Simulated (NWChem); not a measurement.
System: CH2N, doublet; SMILES [N]=C

NWChem input:

```
start job
memory heap 200 mb stack 900 mb global 1100 mb
geometry units angstroms noautosym nocenter noautoz
  C      0.000000     0.000000     0.501291
  N      0.000000     0.000000    -0.749409
  H      0.000000    -0.947957     1.098623
  H      0.000000     0.947957     1.098623
end
basis spherical
  * library def2-svp
end
dft
  odft
  mult 2
  xc m06-2x
  iterations 150
end
cosmo
  do_cosmo_smd true
  solvent hexane
end
task dft energy
```

Parts of the log:

```
             Northwest Computational Chemistry Package (NWChem) 7.3.0
             --------------------------------------------------------

                             Geometry "geometry" -> ""
                             -------------------------

 Output coordinates in angstroms (scale by  1.889725989 to convert to a.u.)

  No.       Tag          Charge          X              Y              Z
 ---- ---------------- ---------- -------------- -------------- --------------
    1 C                    6.0000     0.00000000     0.00000000     0.50129100
    2 N                    7.0000     0.00000000     0.00000000    -0.74940900
    3 H                    1.0000     0.00000000    -0.94795700     1.09862300
    4 H                    1.0000     0.00000000     0.94795700     1.09862300

 Effective nuclear repulsion energy (a.u.)      27.2839025488

                                 NWChem DFT Module
                                 -----------------

 Summary of "ao basis" -> "ao basis" (spherical)
 ------------------------------------------------------------------------------
       Tag                 Description            Shells   Functions and Types
 ---------------- ------------------------------  ------  ---------------------
 C                          def2-svp                 6       14   3s2p1d
 N                          def2-svp                 6       14   3s2p1d
 H                          def2-svp                 3        5   2s1p

 in cosmo_initialize ...
 calling solv_data for solv:hexane

 solvent parameters
 solvname_short: hexane
 solvname_long:  n-hexane
 dielec:        1.8819
 dielecinf:     1.8903
 nonaqueous SMD model solvent descriptors
 dielec:        1.8819
 sola:          0.0000
 solb:          0.0000
 solc:          0.0000
 solg:         25.7500
 solh:          0.0000
 soln:          1.3749

          ---------------
          -cosmo- solvent
          ---------------
 Cosmo: York-Karplus, doi: 10.1021/jp992097l
 dielectric constant -eps-     =   1.88
 screen = (eps-1)/(eps    )    =   0.46862
 surface charge correction     = lagrangian

   van der Waals surface
 --------------------------

 ---------- ATOMIC COORDINATES (A.U.) ------------ VDWR(ANG.) --
     1    0.00000000    0.00000000    0.94730263     1.850
     2    0.00000000    0.00000000   -1.41617766     1.890
     3    0.00000000   -1.79137898    2.07609643     1.200
     4    0.00000000    1.79137898    2.07609643     1.200
 number of segments per atom =        128
 number of   points per atom =        128
 atom (   nspa,  nppa )
 ----------------------
    1 (     72,     0 )       0
    2 (     92,     0 )       0
    3 (     56,     0 )       0
    4 (     56,     0 )       0
 number of -cosmo- surface points =      276
 molecular surface =     66.555 angstrom**2
 molecular volume  =     42.547 angstrom**3
 -lineq- algorithm             =   0
 -bem- low  level              =   3
 -bem- from -octahedral-
 gaussian surface charge width =   4.50000
 degree of switching           =   1.00000
 switching function tolerance  =   0.00010
 atomic radii =
 --------------
    1  6.000  1.850
    2  7.000  1.890
    3  1.000  1.200
    4  1.000  1.200
 ...... end of -cosmo- initialization ......

 nat:                     4
 ixmem:                  1008
 calling mnsol_interface()
 G(SMD-CDS) energy (kcal/mol)  =     1.278
 SMD-CDS SASA (angstrom**2)    =    75.730

            General Information
            -------------------
          SCF calculation type: DFT
          Wavefunction type:  spin polarized.
          No. of atoms     :     4
          No. of electrons :    15
           Alpha electrons :     8
            Beta electrons :     7
          Charge           :     0
          Spin multiplicity:     2
          Use of symmetry is: off; symmetry adaption is: off
          Maximum number of iterations: 150
          AO basis - number of functions:    38
                     number of shells:    18
          Convergence on energy requested:  1.00D-06
          Convergence on density requested:  1.00D-05
          Convergence on gradient requested:  5.00D-04

              XC Information
              --------------
                       M06-2X Method XC Functional
                     Hartree-Fock (Exact) Exchange  0.540
                        M06-2X Exchange Functional  1.000
                      M06-2X Correlation Potential  1.000

             Grid Information
             ----------------
          Grid used for XC integration:  medium
          Radial quadrature: Mura-Knowles
          Angular quadrature: Lebedev.
          Tag              B.-S. Rad. Rad. Pts. Rad. Cut. Ang. Pts.
          ---              ---------- --------- --------- ---------
          C                   0.70       49           6.0       434
          N                   0.65       49           7.0       434
          H                   0.35       45           7.0       434
          Grid pruning is: on
          Number of quadrature shells:   188
          Spatial weights used:  Erf1

      Superposition of Atomic Density Guess
      -------------------------------------

 Sum of atomic energies:         -92.86755014

      Non-variational initial energy
      ------------------------------

 Total energy =     -93.481606
 1-e energy   =    -178.664379
 2-e energy   =      57.898871
 HOMO         =      -0.209065
 LUMO         =       0.004843

[...]

                                COSMO-SMD solvation results
                                ---------------------------

             internal energy in gas <Psi(g)|H|Psi(g)> =       -93.857625158875
         internal energy in solvent <Psi(s)|H|Psi(s)> =       -93.857277196028
                               delta internal energy  =         0.000347962847 (    0.22 kcal/mol)
   total free energy in solvent <Psi(s)|H+V/2|Psi(s)> =       -93.860784466746
 polarization energy contribution <Psi(s)|V/2|Psi(s)> =        -0.003507270718 (   -2.20 kcal/mol)
    total free energy in solvent including G(SMD-CDS) =       -93.858747183640
                       G(SMD-CDS) energy contribution =         0.002037283106 (    1.28 kcal/mol)
     1 M fixed-concentration free energy of solvation =        -0.001122024765 (   -0.70 kcal/mol)

                    DFT Final Alpha Molecular Orbital Analysis
                    ------------------------------------------

 Vector    6  Occ=1.000000D+00  E=-4.610865D-01
              MO Center=  4.0D-12,  9.5D-12, -7.1D-01, r^2= 1.1D+00
   Bfn.  Coefficient  Atom+Function         Bfn.  Coefficient  Atom+Function
  ----- ------------  ---------------      ----- ------------  ---------------
    20      0.510483  2 N  pz                17      0.399281  2 N  s
     6      0.327989  1 C  pz                23     -0.247671  2 N  pz
    16      0.236283  2 N  s                  2     -0.138886  1 C  s
    15      0.117126  2 N  s                  9      0.099024  1 C  pz
    29      0.098994  3 H  s                 34      0.098994  4 H  s

 Vector    7  Occ=1.000000D+00  E=-4.174941D-01
              MO Center=  2.1D-11, -9.7D-12, -2.4D-01, r^2= 1.1D+00
   Bfn.  Coefficient  Atom+Function         Bfn.  Coefficient  Atom+Function
  ----- ------------  ---------------      ----- ------------  ---------------
    18      0.473949  2 N  px                 4     -0.376361  1 C  px
    21     -0.300144  2 N  px                 7     -0.234722  1 C  px
    27      0.032540  2 N  d  1              13     -0.030103  1 C  d  1

 Vector    8  Occ=1.000000D+00  E=-3.276423D-01
              MO Center=  2.0D-11,  1.9D-11, -2.0D-01, r^2= 1.7D+00
   Bfn.  Coefficient  Atom+Function         Bfn.  Coefficient  Atom+Function
  ----- ------------  ---------------      ----- ------------  ---------------
    19      0.576544  2 N  py                22     -0.429957  2 N  py
    29     -0.263174  3 H  s                 34      0.263174  4 H  s
    30     -0.183181  3 H  s                 35      0.183181  4 H  s
     5      0.151547  1 C  py                11      0.044734  1 C  d -1

 Vector    9  Occ=0.000000D+00  E= 3.221379D-02
              MO Center= -7.7D-12,  5.4D-12,  9.2D-02, r^2= 1.7D+00
   Bfn.  Coefficient  Atom+Function         Bfn.  Coefficient  Atom+Function
  ----- ------------  ---------------      ----- ------------  ---------------
     7      0.647005  1 C  px                21     -0.547631  2 N  px
     4      0.445614  1 C  px                18      0.429808  2 N  px
    13     -0.027833  1 C  d  1

 Vector   10  Occ=0.000000D+00  E= 1.272295D-01
              MO Center=  2.8D-12, -2.4D-10,  1.3D+00, r^2= 3.8D+00
   Bfn.  Coefficient  Atom+Function         Bfn.  Coefficient  Atom+Function
  ----- ------------  ---------------      ----- ------------  ---------------
     3      1.906120  1 C  s                 30     -1.482556  3 H  s
    35     -1.482556  4 H  s                  9      0.748375  1 C  pz
     2      0.263809  1 C  s                  6      0.210720  1 C  pz
    17      0.145861  2 N  s                  1     -0.133574  1 C  s
    29     -0.081522  3 H  s                 34     -0.081522  4 H  s

 Vector   11  Occ=0.000000D+00  E= 1.874729D-01
              MO Center=  5.7D-12,  1.1D-10,  1.3D+00, r^2= 4.0D+00
   Bfn.  Coefficient  Atom+Function         Bfn.  Coefficient  Atom+Function
  ----- ------------  ---------------      ----- ------------  ---------------
    30      1.713184  3 H  s                 35     -1.713184  4 H  s
     8      1.333059  1 C  py                 5      0.410264  1 C  py
    22     -0.353456  2 N  py                19      0.101474  2 N  py

                     DFT Final Beta Molecular Orbital Analysis
                     -----------------------------------------

 Vector    5  Occ=1.000000D+00  E=-5.165089D-01
              MO Center= -7.3D-12, -2.8D-10,  6.3D-01, r^2= 1.3D+00
   Bfn.  Coefficient  Atom+Function         Bfn.  Coefficient  Atom+Function
  ----- ------------  ---------------      ----- ------------  ---------------
     5      0.456406  1 C  py                29     -0.283527  3 H  s
    34      0.283527  4 H  s                  8      0.192595  1 C  py
    19     -0.148224  2 N  py                30     -0.080054  3 H  s
    35      0.080054  4 H  s                 22      0.075734  2 N  py

 Vector    6  Occ=1.000000D+00  E=-4.270239D-01
              MO Center=  7.4D-12,  1.7D-11, -7.9D-01, r^2= 1.0D+00
   Bfn.  Coefficient  Atom+Function         Bfn.  Coefficient  Atom+Function
  ----- ------------  ---------------      ----- ------------  ---------------
    20      0.489826  2 N  pz                17      0.428031  2 N  s
     6      0.314503  1 C  pz                23     -0.263990  2 N  pz
    16      0.254950  2 N  s                  2     -0.148978  1 C  s
    15      0.129432  2 N  s                  9      0.093774  1 C  pz
    29      0.080347  3 H  s                 34      0.080347  4 H  s

 Vector    7  Occ=1.000000D+00  E=-3.956864D-01
              MO Center=  3.0D-11, -7.9D-12, -1.0D-01, r^2= 1.2D+00
   Bfn.  Coefficient  Atom+Function         Bfn.  Coefficient  Atom+Function
  ----- ------------  ---------------      ----- ------------  ---------------
     4      0.431113  1 C  px                18     -0.407915  2 N  px
     7      0.285335  1 C  px                21      0.263840  2 N  px
    27     -0.030600  2 N  d  1              13      0.028037  1 C  d  1

 Vector    8  Occ=0.000000D+00  E=-3.880678D-02
              MO Center=  1.5D-11,  4.3D-11, -2.9D-01, r^2= 1.8D+00
   Bfn.  Coefficient  Atom+Function         Bfn.  Coefficient  Atom+Function
  ----- ------------  ---------------      ----- ------------  ---------------
    19      0.512315  2 N  py                22     -0.492539  2 N  py
    30     -0.387721  3 H  s                 35      0.387721  4 H  s
    29     -0.226991  3 H  s                 34      0.226991  4 H  s
     8     -0.202229  1 C  py                11      0.049904  1 C  d -1

 Vector    9  Occ=0.000000D+00  E= 4.773270D-02
              MO Center=  1.3D-11,  1.1D-11, -4.9D-02, r^2= 1.7D+00
   Bfn.  Coefficient  Atom+Function         Bfn.  Coefficient  Atom+Function
  ----- ------------  ---------------      ----- ------------  ---------------
     7      0.616352  1 C  px                21     -0.603436  2 N  px
    18      0.453505  2 N  px                 4      0.413642  1 C  px
    13     -0.032728  1 C  d  1

 Vector   10  Occ=0.000000D+00  E= 1.184570D-01
              MO Center= -6.3D-12,  1.3D-09,  1.3D+00, r^2= 3.9D+00
   Bfn.  Coefficient  Atom+Function         Bfn.  Coefficient  Atom+Function
  ----- ------------  ---------------      ----- ------------  ---------------
     3      1.918447  1 C  s                 30     -1.516076  3 H  s
    35     -1.516076  4 H  s                  9      0.784946  1 C  pz
     2      0.240654  1 C  s                  6      0.203706  1 C  pz
    17      0.175154  2 N  s                  1     -0.126286  1 C  s
    29     -0.063281  3 H  s                 34     -0.063281  4 H  s

   alpha - beta orbital overlaps
   -----------------------------

   alpha      1      2      3      4      5      6      7      8      9     10
    beta      1      2      3      4      5      6      7      8      9     10
 overlap   1.000  1.000  0.997  0.996  0.977  0.998  0.994  0.966  0.994  0.999

   alpha     11     12     13     14     15     16     17     18     19     20
    beta     11     12     13     14     15     16     17     18     19     20
 overlap   0.989  1.000  0.999  1.000  0.987  0.987  0.995  0.988  0.999  1.000

   alpha     21     22     23     24     25     26     27     28     29     30
    beta     21     22     23     24     25     26     27     28     29     30
 overlap   0.991  1.000  1.000  1.000  1.000  1.000  0.999  0.998  1.000  0.997

   alpha     31     32     33     34     35     36     37     38
    beta     31     32     34     33     35     36     37     38
 overlap   0.997  0.997  0.999  0.999  1.000  0.999  1.000  0.999

     --------------------------
     Expectation value of S2:
     --------------------------
      <S2> =      0.7651 (Exact =     0.7500)

     Multipole analysis of the density
     ---------------------------------

     L   x y z        total         alpha         beta         nuclear
     -   - - -        -----         -----         ----         -------
     0   0 0 0     -0.000000     -8.000000     -7.000000     15.000000

     1   1 0 0     -0.000000     -0.000000     -0.000000      0.000000
     1   0 1 0      0.000000     -0.000000      0.000000      0.000000
     1   0 0 1      1.052922      1.106240      0.023917     -0.077235

[...]
```

Level: M06-2X/def2-SVP, spin-unrestricted, SMD on the gas-phase geometry. In the optimisation the excess spin sits in b2 (C2v, its own frame). All runs use the structure optimised with PBE-D3(BJ)/def2-SVP, spin-unrestricted. No stability test was run on the SCF state. Solvent: n-hexane.
